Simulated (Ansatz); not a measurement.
Ansatz (a first-principles code) input:

Ansatz 0.2 input:
```yaml
crystal:
  periodic: [false, false, false]
  atoms:
    - {symbol: C, position_ang: [2.82173425, -0.00403984, -0.35676528]}
    - {symbol: C, position_ang: [1.29496453, -0.03229472, -0.50883510]}
    - {symbol: C, position_ang: [0.60144329, 0.88422089, 0.47451730]}
    - {symbol: C, position_ang: [-0.62954925, 0.55061363, 0.90514646]}
    - {symbol: C, position_ang: [-1.50154288, -0.63717286, 0.51700118]}
    - {symbol: C, position_ang: [-2.48121067, -0.31646685, -0.62167500]}
    - {symbol: H, position_ang: [3.10658394, -0.35383324, 0.64048544]}
    - {symbol: H, position_ang: [3.32903952, -0.63583375, -1.10035365]}
    - {symbol: H, position_ang: [3.18486921, 1.02315842, -0.44832088]}
    - {symbol: H, position_ang: [1.05594735, 0.31076333, -1.52835414]}
    - {symbol: H, position_ang: [0.98195593, -1.10072964, -0.48062524]}
    - {symbol: H, position_ang: [-1.14542284, 1.21853685, 1.61071422]}
    - {symbol: H, position_ang: [-2.08475489, -0.98075615, 1.38516499]}
    - {symbol: H, position_ang: [-0.88154159, -1.48594694, 0.20875069]}
    - {symbol: H, position_ang: [-3.12732053, 0.52327784, -0.34670616]}
    - {symbol: H, position_ang: [-1.92923204, -0.01925344, -1.51632898]}
    - {symbol: H, position_ang: [-3.12515975, -1.16854484, -0.88076352]}
basis:
  gaussian:
    orbitals: def2-TZVPD
hamiltonian:
  xc: {name: r2SCAN0}
total_charge: -1
output: {forces: true}
```

Q: Predict the final energy.

A: -235.09225 Eh (r2SCAN0/def2-TZVPD). The basis has 321 functions.

It need not be the lowest isomer of its formula. Whether it binds its extra electron was not tested at this geometry.
